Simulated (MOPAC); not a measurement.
A run for MOPAC: PM3 on H4MgSi (SMILES [MgH][SiH3]), a point of a bond scan (R = 1.491 Å).

```
PM3 1SCF PRECISE CHARGE=0 THREADS=1
H4MgSi

Mg    -1.27392741 1    -0.69923846 1    -0.17849356 1
H     -2.75463928 1    -1.51197762 1    -0.38596026 1
Si     0.97176783 1     0.53338788 1     0.13615713 1
H      1.61305573 1     0.24973858 1     1.45235735 1
H      0.83766034 1     2.01691253 1     0.06363188 1
H      1.98630247 1     0.16875768 1    -0.89430607 1
```

The log:

```
*******************************************************************************
 **                                                                           **
 **                              MOPAC v23.2.5                                **
 **                                                                           **
 *******************************************************************************
 ** MOPAC's Digital Object Identifier: https://doi.org/10.5281/zenodo.6511958 **
 **                                                                           **
 ** Please cite the open-source release paper for use of this MOPAC version:  **
 ** J. E. Moussa and J. J. P. Stewart (2026)                                  **
 ** MOPAC: An open-source semiempirical molecular orbital program             **
 ** J. Open Source Softw., 11(119), 8025, https://doi.org/10.21105/joss.08025 **
 *******************************************************************************

                              PM3 CALCULATION RESULTS

 *******************************************************************************
 *  PM3        - The PM3 Hamiltonian to be used
 *
 *
 *
 *                 CHARGE ON SYSTEM = 0
 *
 *
 *
 *  PRECISE    - TIGHTER CRITERIA TO BE USED
 *  1SCF       - DO 1 SCF AND THEN STOP
 *  THREADS=1  - MULTI-THREADING NOT USED
 *  T=         - A TIME OF 172800.0 SECONDS REQUESTED
 *  DUMP=N     - RESTART FILE WRITTEN EVERY 7200.0 SECONDS REQUESTED
 *******************************************************************************
PM3 1SCF PRECISE CHARGE=0 THREADS=1
 H4MgSi

   ATOM   CHEMICAL          X               Y               Z
  NUMBER   SYMBOL      (ANGSTROMS)     (ANGSTROMS)     (ANGSTROMS)

     1      Mg         -1.27392741  *  -0.69923846  *  -0.17849356  *
     2       H         -2.75463928  *  -1.51197762  *  -0.38596026  *
     3      Si          0.97176783  *   0.53338788  *   0.13615713  *
     4       H          1.61305573  *   0.24973858  *   1.45235735  *
     5       H          0.83766034  *   2.01691253  *   0.06363188  *
     6       H          1.98630247  *   0.16875768  *  -0.89430607  *



          CARTESIAN COORDINATES

    NO.       ATOM           X           Y           Z

     1        Mg         -1.2739     -0.6992     -0.1785
     2         H         -2.7546     -1.5120     -0.3860
     3        Si          0.9718      0.5334      0.1362
     4         H          1.6131      0.2497      1.4524
     5         H          0.8377      2.0169      0.0636
     6         H          1.9863      0.1688     -0.8943

  H: (PM3): J. J. P. STEWART, J. COMP. CHEM. 10, 209 (1989).
 Mg: (PM3): J. J. P. STEWART, J. COMP. CHEM. 12, 320-341 (1991).
 Si: (PM3): J. J. P. STEWART, J. COMP. CHEM. 10, 209 (1989).

           Empirical Formula: H4 Mg Si  =     6 atoms



      MOLECULAR POINT GROUP   :   C3v


      RHF CALCULATION, NO. OF DOUBLY OCCUPIED LEVELS = 5


 -------------------------------------------------------------------------------
 PM3 1SCF PRECISE CHARGE=0 THREADS=1
 H4MgSi



     1SCF WAS SPECIFIED, SO BFGS WAS NOT USED
     SCF FIELD WAS ACHIEVED


                              PM3 CALCULATION
                                                       MOPAC v23.2.5 Linux




          FINAL HEAT OF FORMATION =         52.37111 KCAL/MOL =     219.12072 KJ/MOL


          COSMO AREA              =        107.96 SQUARE ANGSTROMS
          COSMO VOLUME            =         93.26 CUBIC ANGSTROMS

          IONIZATION POTENTIAL    =          8.845070 EV
          HOMO LUMO ENERGIES (EV) =         -8.845 -1.309
          NO. OF FILLED LEVELS    =          5
          MOLECULAR WEIGHT        =         56.4221         POINT GROUP:  C3v

          MOLECULAR DIMENSIONS (Angstroms)

            Atom       Atom       Distance
            H     5    H     2     5.05567
            H     4    H     6     2.37754
            H     5    H     4     1.98166


          SCF CALCULATIONS        =          1





   ATOM   CHEMICAL          X               Y               Z
  NUMBER   SYMBOL      (ANGSTROMS)     (ANGSTROMS)     (ANGSTROMS)

     1      Mg         -1.27392741  *  -0.69923846  *  -0.17849356  *
     2       H         -2.75463928  *  -1.51197762  *  -0.38596026  *
     3      Si          0.97176783  *   0.53338788  *   0.13615713  *
     4       H          1.61305573  *   0.24973858  *   1.45235735  *
     5       H          0.83766034  *   2.01691253  *   0.06363188  *
     6       H          1.98630247  *   0.16875768  *  -0.89430607  *

                             CARTESIAN COORDINATES

   1   Mg       -1.273927410    -0.699238460    -0.178493560
   2    H       -2.754639280    -1.511977620    -0.385960260
   3   Si        0.971767830     0.533387880     0.136157130
   4    H        1.613055730     0.249738580     1.452357350
   5    H        0.837660340     2.016912530     0.063631880
   6    H        1.986302470     0.168757680    -0.894306070


           Empirical Formula: H4 Mg Si  =     6 atoms



      MOLECULAR POINT GROUP   :   C3v


                  EIGENVALUES
 -16.08759 -11.57573 -11.57573 -10.94757  -8.84507  -1.30904  -1.01059  -1.01059
   1.00138   1.69437   2.19491   2.19491


              NET ATOMIC CHARGES AND DIPOLE CONTRIBUTIONS

  ATOM NO.   TYPE          CHARGE      No. of ELECS.   s-Pop       p-Pop
    1         Mg           0.258760        1.7412     0.86294     0.87830
    2          H          -0.112252        1.1123     1.11225
    3         Si           0.222420        3.7776     0.99671     2.78087
    4          H          -0.122976        1.1230     1.12298
    5          H          -0.122976        1.1230     1.12298
    6          H          -0.122976        1.1230     1.12298
 DIPOLE           X         Y         Z       TOTAL
 POINT-CHG.    -1.681    -0.923    -0.236     1.932
 HYBRID         1.035     0.568     0.145     1.189
 SUM           -0.646    -0.355    -0.091     0.743


          ATOMIC ORBITAL ELECTRON POPULATIONS

     Atom    s        px        py        pz
    1 Mg   0.86294   0.65733   0.20221   0.01875
    2  H   1.11225
    3 Si   0.99671   0.98903   0.91154   0.88030
    4  H   1.12298
    5  H   1.12298
    6  H   1.12298

 **********************
 *                    *
 * JOB ENDED NORMALLY *
 *                    *
 **********************




 == MOPAC DONE ==
```

The run finished.

Cost: about 0.03 core-seconds (a rough figure).
